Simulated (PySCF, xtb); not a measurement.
FH3OSn, SMILES [F][SnH2][OH].

GFN2-xTB run with xtb at its own geometry gives an orbital gap of 5.64 eV and a dipole moment of 2.15 D.

Coordinates come from a PBE0-D3(BJ)/def2-TZVP optimisation. A frequency run showed that this geometry is not a minimum. The def2 effective core potentials stand for the cores of Sn; spin–orbit coupling is left out. One conformer was computed; it need not be the lowest.

Question: What does B3LYP/def2-TZVPD in PySCF give? (An estimate is asked for; the answer gives what the named calculation found.)

Answer: gap 7.38 eV (levels -8.53 and -1.15 eV), dipole 1.64 D.
